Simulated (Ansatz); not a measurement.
`C[SiH2][Al]1[O][GaH]1` at its PBE0-D4/def2-TZVP geometry, where that method's forces vanish. Total charge 0; spin multiplicity 1.

```csv
atom,x (Å),y (Å),z (Å)
C1,-1.305,1.480,1.058
Si2,-1.281,-0.193,0.204
Al3,0.957,-0.780,-0.630
O4,1.765,-2.158,-1.229
Ga5,3.193,-0.930,-1.364
H6,-0.979,2.270,0.378
H7,-2.314,1.720,1.401
H8,-0.641,1.486,1.925
H9,-2.218,-0.189,-0.959
H10,-1.744,-1.260,1.139
H11,4.568,-1.446,-1.923
```

Task: For each bond, give half the difference of the two atoms' forces along it (eV/Å; positive pushes the atoms apart) under PBE-D4, r2SCAN-D4, B3LYP-D4, ωB97M-V in def2-TZVPP. (An estimate is asked.)

Result: Computed: 
```tsv
bond	length (Å)	PBE-D4	r2SCAN-D4	B3LYP-D4	ωB97M-V
C1–Si2	1.879	0.02	0.03	0.14	0.07
C1–H6	1.092	0.10	-0.01	-0.04	-0.04
C1–H7	1.092	0.11	-0.02	-0.05	-0.06
C1–H8	1.092	0.10	-0.01	-0.04	-0.04
Si2–Al3	2.460	-0.25	-0.02	-0.03	0.00
Si2–H9	1.492	0.09	-0.02	-0.09	-0.12
Si2–H10	1.492	0.08	-0.02	-0.09	-0.11
Al3–O4	1.705	0.60	0.13	0.06	-0.04
Al3–Ga5	2.358	0.30	0.05	0.16	0.06
O4–Ga5	1.888	0.50	0.09	0.27	0.05
Ga5–H11	1.571	-0.01	-0.08	-0.08	-0.13
```

B3LYP here is the variant with VWN-RPA as its local correlation; programs differ in this.
